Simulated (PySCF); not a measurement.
Stepwise substitution at one centre (Si SH-H). Gas-phase values, no solvent. One relaxed conformer stands for each flexible species; it need not be the lowest. Strings in code marks are SMILES.

The LUMO from two functionals at the same geometries (PBE0-D3(BJ)/def2-TZVP), both in PySCF: PBE-D3(BJ)/def2-TZVP and PBE0-D3(BJ)/def2-TZVP. 

```json
[
 {"species": "0 of 4 SH replaced by H (`S[Si](S)(S)S`)", "PBE0-D3(BJ)/def2-TZVP (eV)": "-0.45"},
 {"species": "1 of 4 SH replaced by H (`S[SiH](S)S`)", "PBE0-D3(BJ)/def2-TZVP (eV)": "-0.04"},
 {"species": "2 of 4 SH replaced by H (`[SiH2](S)S` (H–S–Si–S torsion 56°, S–Si–S–H torsion 56°))", "PBE0-D3(BJ)/def2-TZVP (eV)": "-0.10"}
]
```

Task: What does PBE-D3(BJ)/def2-TZVP give for each?

Result: 
- 0 of 4 SH replaced by H (`S[Si](S)(S)S`): -1.37
- 1 of 4 SH replaced by H (`S[SiH](S)S`): -0.95
- 2 of 4 SH replaced by H (`[SiH2](S)S` (H–S–Si–S torsion 56°, S–Si–S–H torsion 56°)): -1.04
Over these rows, drawn at random from the members with no instability flagged (it was tested for open shells, ions and some series alone), PBE minus PBE0-D3(BJ): mean -0.93 eV, from -0.94 eV to -0.91 eV.
